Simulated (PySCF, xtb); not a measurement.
C2H9FSi3, SMILES [SiH2]1[C@@H](C[Si@H]1F)[SiH3].

Geometry optimised at PBE0-D3(BJ)/def2-SVP. The structure was generated by enumeration; whether it is a known compound was not checked.

Level of theory: C-PCM-M06-2X/def2-SVP in PySCF 2.14.0.

The values are the electrostatic part of the solvation free energy, E(continuum) − E(gas) at the gas-phase geometry, in a cavity of scaled van der Waals radii (PySCF's table); cavitation and dispersion terms are not included. In vacuum the orbital gap is 9.18 eV. The dipole moment in vacuum is 0.89 D.

Computed values in water (ε = 78.36), ethylethanoate (ε = 5.99), toluene (ε = 2.37):
```json
[
 {"solvent": "water", "ε": "78.36", "ΔG(elec) (kcal/mol)": "-2.2", "dipole (D)": "1.07", "gap (eV)": "9.19"},
 {"solvent": "ethylethanoate", "ε": "5.99", "ΔG(elec) (kcal/mol)": "-1.8", "dipole (D)": "1.04", "gap (eV)": "9.19"},
 {"solvent": "toluene", "ε": "2.37", "ΔG(elec) (kcal/mol)": "-1.2", "dipole (D)": "0.98", "gap (eV)": "9.19"}
]
```

For comparison, GFN2-xTB/ALPB(water) (xtb, at the GFN2-xTB geometry, all terms of that model) gives 0.0 kcal/mol.
